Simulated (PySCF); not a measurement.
Species: C9H10F2.
Numbering: `[CH:1]#[C:2][C@@H:3]1[CH2:4][C@H:5]2[CH2:6][C@H:7]([C@@H:8]2[F:9])[C@@H:10]1[F:11]` (hydrogens: H12 on C1; H13 on C3; H14, H15 on C4; H16 on C5; H17, H18 on C6; H19 on C7; H20 on C8; H21 on C10)

Method used: PBE0-D3(BJ)/def2-SVP geometry optimisation, gas phase in PySCF.

**Question.** List the bond lengths, angles and torsions at this level.

**Answer.** 
| bond | length (pm) |
| --- | --- |
| C1≡C2 | 121.0 |
| C2–C3 | 145.6 |
| C3–C4 | 154.5 |
| C4–C5 | 152.7 |
| C5–C6 | 155.0 |
| C6–C7 | 154.9 |
| C7–C8 | 153.6 |
| C8–F9 | 137.3 |
| C7–C10 | 152.3 |
| C10–F11 | 137.8 |
| C3–C10 | 154.2 |
| C5–C8 | 153.3 |
| C1–H12 | 107.4 |
| C3–H13 | 110.3 |
| C4–H14 | 110.0 |
| C4–H15 | 110.2 |
| C5–H16 | 110.0 |
| C6–H17 | 110.1 |
| C6–H18 | 109.7 |
| C7–H19 | 110.0 |
| C8–H20 | 110.1 |
| C10–H21 | 110.3 |

A selection of angles:
| angle | degrees |
| --- | --- |
| C1–C2–C3 | 178.7 |
| C2–C3–C4 | 112.9 |
| C2–C3–C10 | 112.6 |
| C4–C3–C10 | 112.3 |
| C3–C4–C5 | 110.3 |
| C4–C5–C6 | 111.4 |
| C4–C5–C8 | 108.7 |
| C6–C5–C8 | 86.7 |
| C5–C6–C7 | 86.0 |
| C6–C7–C8 | 86.6 |
| C6–C7–C10 | 111.3 |
| C8–C7–C10 | 108.7 |
| C7–C8–F9 | 110.7 |
| C5–C8–C7 | 87.0 |
| C5–C8–F9 | 111.5 |
| C7–C10–F11 | 108.6 |
| C3–C10–C7 | 110.7 |
| C3–C10–F11 | 110.7 |

Torsions: C2–C3–C4–C5 -161° (antiperiplanar); C3–C4–C5–C6 -29° (synperiplanar); C4–C5–C6–C7 81° (synclinal); C5–C6–C7–C8 27° (synperiplanar); C6–C7–C8–F9 84° (synclinal); C6–C7–C10–F11 151° (antiperiplanar); C2–C3–C10–C7 162° (antiperiplanar); C4–C5–C8–C7 -84° (synclinal).

The 6-membered ring C3–C4–C5–C6–C7–C10 has internal angles of 86.0° to 112.3° (sum 642°, against 720° for a flat polygon); it is puckered, 0.38 Å rms from its mean plane, widest ring torsion 81°. The 4-membered ring C5–C6–C7–C8 has internal angles of 86.0° to 87.0°; it is puckered, 0.19 Å rms from its mean plane, widest ring torsion 28°. Of the pairs four or more bonds apart, H13···H17 is among the closest relative to their van der Waals radii: 2.19 Å, 91 % of the sum of Bondi's values. The C–C distances run from 1.210 Å (C1≡C2, drawn triple) to 1.550 Å (C5–C6, drawn single), a spread of 0.340 Å. The 6-membered ring C3–C4–C5–C8–C7–C10 has internal angles of 87.0° to 112.3°; it is puckered, 0.31 Å rms from its mean plane, widest ring torsion 84°.

Point group: C1 (no symmetry element, even within 0.4 Å). No PBE0-D3(BJ)/def2-SVP frequencies stand behind this structure, so it isn't proved a minimum.
